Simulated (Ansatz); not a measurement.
Consider the isomerisation: `C[O][GeH2][Cl]` → `[CH3][GeH]([OH])[Cl]`.

Program: Ansatz. Geometries: PBE0-D4/def2-TZVP. ΔE: electronic, gas phase. CCSD(T)/CBS is the MP2 limit (def2-TZVPP, def2-QZVPP) plus CCSD(T) − MP2 in def2-TZVPP, frozen cores. DFT in def2-TZVPP. B3LYP here is the variant with VWN-RPA as its local correlation; programs differ in this. For Ge outer-core shells are correlated without core-valence functions, which leaves a few kJ/mol of doubt a bond. Scalar relativity is left out up to krypton. One conformer a species, not always the lowest.

| level | ΔE (kcal/mol) | difference from CCSD(T)/CBS |
| --- | --- | --- |
| B97M-V | -24.3 | 2.3 |
| PBE0-D4 | -25.7 | 0.9 |
| B3LYP-D4 | -24.4 | 2.2 |
| r2SCANh-D4 | -26.0 | 0.6 |
| PBE | -25.0 | 1.6 |
| B3LYP | -24.1 | 2.5 |
| BHLYP | -24.1 | 2.5 |
| CAM-B3LYP | -24.0 | 2.6 |
| LC-ωPBE | -25.7 | 0.9 |
| CCSD(T)/def2-SVP | -21.2 | 5.4 |
| CCSD(T)/CBS | -26.6 | 0 |

Largest T1 diagnostic among the species: 0.011.

In def2-TZVPP, CCSD(T) changes the Hartree–Fock value by −3.3 kcal/mol (the triples alone add −0.3 kcal/mol) and MP2 by −5.2 kcal/mol. Leaving LDA and LC-ωPBE aside and taking each functional with its dispersion term where it has one, the values, not all of them listed here, spread over 2.5 kcal/mol, from PBE-QIDH to BLYP-D4.
